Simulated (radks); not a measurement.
The numbers below are computed, except where a source is named.
Spherical jellium clusters: N electrons in a uniform positive sphere of charge N and radius rs N^(1/3), rs = 3.6 bohr. Level of theory: non-relativistic Kohn-Sham, exchange-only LDA, spin-polarised, spherical densities (a radial shooting solver with Libxc functionals). Levels are named by radial order and angular momentum (1s, 1p, 1d, 2s, ...), and open shells are averaged over m.

N = 22, configuration 1s2 1p6 1d10 2s2 1f(up 2, down 0). This is the lowest configuration that the search found. Occupied and some empty levels:

| level | occupation | eigenvalue (eV) | <r> (bohr) |
|---|---|---|---|
| 1s up | 1 | -5.0732 | 6.424 |
| 1s down | 1 | -4.9688 | 6.117 |
| 1p up | 3 | -4.2207 | 7.516 |
| 1p down | 3 | -4.0275 | 7.325 |
| 1d up | 5 | -3.1183 | 8.348 |
| 1d down | 5 | -2.8669 | 8.237 |
| 2s up | 1 | -2.5005 | 7.054 |
| 2s down | 1 | -2.3776 | 7.116 |
| 1f up | 2 | -1.8363 | 9.158 |
| 1f down | 0 | -1.5513 | 9.124 |
| 2p up | 0 | -1.1868 | 9.223 |
| 2p down | 0 | -1.0386 | 9.252 |
| 1g up | 0 | -0.45560 | 10.22 |
| 2d up | 0 | -0.17897 | 13.39 |
| 1g down | 0 | -0.16607 | 10.39 |
| 2d down | 0 | -0.045702 | 14.44 |

Energy (eV): total -21.1182, kinetic 44.880, external -1535.4, Hartree 753.83, exchange-correlation -67.802, background 783.38.
